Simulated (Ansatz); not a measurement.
H2BFN, SMILES `N[B-]F` (lower singlet) (charge -1, multiplicity 1). This singlet lies 0.93 eV below the relaxed triplet at the level frozen-core CCSD(T)/aug-cc-pVTZ // B3LYP-D3(BJ)/def2-TZVPD (Ansatz, a program for electronic structure).

All values below come from HSE06/aug-cc-pVTZ // B3LYP-D3(BJ)/def2-TZVPD (Ansatz).

Ansatz 0.2 input:
```yaml
crystal:
  periodic: [false, false, false]
  atoms:
    - { symbol: N, position_ang: [-0.509329, -0.094211, 0.013629] }
    - { symbol: B, position_ang: [0.829456, -0.544113, 0.235266] }
    - { symbol: F, position_ang: [1.714977, 0.476815, -0.104579] }
    - { symbol: H, position_ang: [-0.731895, 0.840425, -0.34099] }
    - { symbol: H, position_ang: [-1.303208, -0.678917, 0.196676] }
basis:
  gaussian: { orbitals: aug-cc-pVTZ }
hamiltonian:
  xc: hse06
total_charge: -1
```

Output:

```
Functional definition: HSE06
779 factors; their error is unknown
70 factors; integrals over basis functions are off by at most 4.0e-5 eV
mean field evaluation 1: about -4908.5427 eV, gradient 4.9e1 eV
mean field evaluation 2: about -4890.4648 eV, gradient 9.3e1 eV
mean field evaluation 4: about -4913.0125 eV, gradient 5.7e0 eV
mean field evaluation 8: about -4913.0961 eV, gradient 2.2e-1 eV
mean field evaluation 16: about -4903.2113 eV, gradient 2.8e1 eV
mean field -4913.09619512 eV, -180.5529549544 hartree, gradient 2.9e-5 eV, S^2 0.000000; 0 other end points of the search recorded, 0 dependent functions left out
reference -4913.09622946 eV, -180.5529562163 hartree; 12, 12 occupied and 172, 172 virtual orbitals, 779 factors
Total energy: -4913.09622946 eV, -180.5529562163 hartree
```
